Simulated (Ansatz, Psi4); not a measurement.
Intermolecular potential of C2H6 ··· COS (SMILES CC and O=C=S). Monomers: optimised at B3LYP-D3(BJ) (def2-TZVP), held rigid. Orientation: a higher rigid-body minimum at GFN2-xTB. The monomers approach along the line of their centres of mass (distance R); nothing else relaxes.

Geometry at R = 4.37 Å (first 8 atoms: monomer A):
```
11

C      0.7625    -0.0184     0.0256
C     -0.7625     0.0184    -0.0256
H      1.2007     0.6693    -0.7004
H      1.1334     0.2644     1.0128
H      1.1431    -1.0175    -0.1957
H     -1.1431     1.0175     0.1957
H     -1.1334    -0.2643    -1.0128
H     -1.2007    -0.6694     0.7004
O      3.5908    -0.4678     2.6170
C      3.8151    -1.1416     1.7054
S      4.1183    -2.0524     0.4730
```

- PBE/def2-TZVP, counterpoise-corrected (Psi4)
- PBE-D3(BJ)/def2-TZVP, counterpoise-corrected (Psi4)
- CCSD(T)/aug-cc-pVDZ = Ansatz (an electronic-structure program) with CCSD(T) on RHF/aug-cc-pVDZ, frozen core, counterpoise-corrected

Interaction energies in kJ/mol; the last columns give the difference from CCSD(T):

```json
[
 {"R / Å": "3.74", "PBE/def2-TZVP": "16.94", "PBE-D3(BJ)/def2-TZVP": "10.06", "CCSD(T)/aug-cc-pVDZ": "14.31", "PBE/def2-TZVP − CCSD(T)/aug-cc-pVDZ": "2.62", "PBE-D3(BJ)/def2-TZVP − CCSD(T)/aug-cc-pVDZ": "-4.26"},
 {"R / Å": "3.92", "PBE/def2-TZVP": "7.79", "PBE-D3(BJ)/def2-TZVP": "1.71", "CCSD(T)/aug-cc-pVDZ": "4.49", "PBE/def2-TZVP − CCSD(T)/aug-cc-pVDZ": "3.30", "PBE-D3(BJ)/def2-TZVP − CCSD(T)/aug-cc-pVDZ": "-2.78"},
 {"R / Å": "4.08", "PBE/def2-TZVP": "3.36", "PBE-D3(BJ)/def2-TZVP": "-2.01", "CCSD(T)/aug-cc-pVDZ": "0.06", "PBE/def2-TZVP − CCSD(T)/aug-cc-pVDZ": "3.30", "PBE-D3(BJ)/def2-TZVP − CCSD(T)/aug-cc-pVDZ": "-2.08"},
 {"R / Å": "4.37", "PBE/def2-TZVP": "-0.15", "PBE-D3(BJ)/def2-TZVP": "-4.32", "CCSD(T)/aug-cc-pVDZ": "-2.83", "PBE/def2-TZVP − CCSD(T)/aug-cc-pVDZ": "2.68", "PBE-D3(BJ)/def2-TZVP − CCSD(T)/aug-cc-pVDZ": "-1.49"},
 {"R / Å": "4.49", "PBE/def2-TZVP": "-0.72", "PBE-D3(BJ)/def2-TZVP": "-4.43", "CCSD(T)/aug-cc-pVDZ": "-3.08", "PBE/def2-TZVP − CCSD(T)/aug-cc-pVDZ": "2.36", "PBE-D3(BJ)/def2-TZVP − CCSD(T)/aug-cc-pVDZ": "-1.36"},
 {"R / Å": "4.69", "PBE/def2-TZVP": "-1.10", "PBE-D3(BJ)/def2-TZVP": "-4.13", "CCSD(T)/aug-cc-pVDZ": "-2.97", "PBE/def2-TZVP − CCSD(T)/aug-cc-pVDZ": "1.86", "PBE-D3(BJ)/def2-TZVP − CCSD(T)/aug-cc-pVDZ": "-1.17"},
 {"R / Å": "5.04", "PBE/def2-TZVP": "-1.02", "PBE-D3(BJ)/def2-TZVP": "-3.09", "CCSD(T)/aug-cc-pVDZ": "-2.25", "PBE/def2-TZVP − CCSD(T)/aug-cc-pVDZ": "1.23", "PBE-D3(BJ)/def2-TZVP − CCSD(T)/aug-cc-pVDZ": "-0.84"},
 {"R / Å": "5.45", "PBE/def2-TZVP": "-0.64", "PBE-D3(BJ)/def2-TZVP": "-1.95", "CCSD(T)/aug-cc-pVDZ": "-1.44", "PBE/def2-TZVP − CCSD(T)/aug-cc-pVDZ": "0.80", "PBE-D3(BJ)/def2-TZVP − CCSD(T)/aug-cc-pVDZ": "-0.51"},
 {"R / Å": "5.93", "PBE/def2-TZVP": "-0.31", "PBE-D3(BJ)/def2-TZVP": "-1.08", "CCSD(T)/aug-cc-pVDZ": "-0.83", "PBE/def2-TZVP − CCSD(T)/aug-cc-pVDZ": "0.52", "PBE-D3(BJ)/def2-TZVP − CCSD(T)/aug-cc-pVDZ": "-0.25"},
 {"R / Å": "6.60", "PBE/def2-TZVP": "-0.09", "PBE-D3(BJ)/def2-TZVP": "-0.48", "CCSD(T)/aug-cc-pVDZ": "-0.41", "PBE/def2-TZVP − CCSD(T)/aug-cc-pVDZ": "0.31", "PBE-D3(BJ)/def2-TZVP − CCSD(T)/aug-cc-pVDZ": "-0.07"},
 {"R / Å": "7.53", "PBE/def2-TZVP": "-0.02", "PBE-D3(BJ)/def2-TZVP": "-0.18", "CCSD(T)/aug-cc-pVDZ": "-0.17", "PBE/def2-TZVP − CCSD(T)/aug-cc-pVDZ": "0.15", "PBE-D3(BJ)/def2-TZVP − CCSD(T)/aug-cc-pVDZ": "-0.01"},
 {"R / Å": "8.95", "PBE/def2-TZVP": "0.00", "PBE-D3(BJ)/def2-TZVP": "-0.06", "CCSD(T)/aug-cc-pVDZ": "-0.05", "PBE/def2-TZVP − CCSD(T)/aug-cc-pVDZ": "0.05", "PBE-D3(BJ)/def2-TZVP − CCSD(T)/aug-cc-pVDZ": "0.00"}
]
```

PBE/def2-TZVP is furthest from CCSD(T)/aug-cc-pVDZ at 4.08 (3.30 kJ/mol, above); its mean absolute difference over the points is 1.60 kJ/mol.

PBE-D3(BJ)/def2-TZVP is furthest from CCSD(T)/aug-cc-pVDZ at 3.74 (-4.26 kJ/mol, below); its mean absolute difference over the points is 1.23 kJ/mol.
